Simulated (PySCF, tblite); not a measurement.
Isomers of C3H9ClSSi2. Computed with GFN2-xTB (tblite): harmonic, unscaled wavenumbers at the GFN2-xTB geometry, gas phase. Against measured fundamentals such values can be off by several per cent, at times by over 20. Modes of hydrogen on silicon can be 10 to 20 % off. One conformer each.

Electronic energies: PBE0/pcSseg-1 single points on the GFN2-xTB geometries (PySCF, gas phase).

```json
{"SMILES": "CS[SiH2]/C(Cl)=C/[SiH3]", "electronic energy, lowest = 0 (kcal/mol)": "51.6"}
{"SMILES": "C=CC[SiH2]S[SiH2]Cl", "electronic energy, lowest = 0 (kcal/mol)": "0.0"}
{"SMILES": "[SiH3]S[Si@@H](Cl)C1CC1", "electronic energy, lowest = 0 (kcal/mol)": "0.0"}
```

**Question.** How do GFN2-xTB zero-point energies change the relative energies?

**Answer.** 
```tsv
SMILES	ZPE (kcal/mol)	of it from modes above 1550 cm⁻¹	electronic (kcal/mol)	with ZPE, lowest = 0 (kcal/mol)	lowest mode (cm⁻¹)	rings
C=CC[SiH2]S[SiH2]Cl	66.7	37.5	0.0	0.0	33	0
[SiH3]S[Si@@H](Cl)C1CC1	67.5	35.3	0.0	0.9	4	1
CS[SiH2]/C(Cl)=C/[SiH3]	63.6	36.1	51.6	48.5	27	0
```

The zero-point energies span 3.9 kcal/mol, from `CS[SiH2]/C(Cl)=C/[SiH3]` to `[SiH3]S[Si@@H](Cl)C1CC1`. The order is unchanged.

**Question.** And how do the electronic energies of GFN2-xTB itself compare?

**Answer.** `C=CC[SiH2]S[SiH2]Cl` 3.8; `[SiH3]S[Si@@H](Cl)C1CC1` 0.0; `CS[SiH2]/C(Cl)=C/[SiH3]` 52.3 kcal/mol, lowest = 0. Against the energies above, taken from the same isomer `C=CC[SiH2]S[SiH2]Cl`, the largest difference is 3.8 kcal/mol.
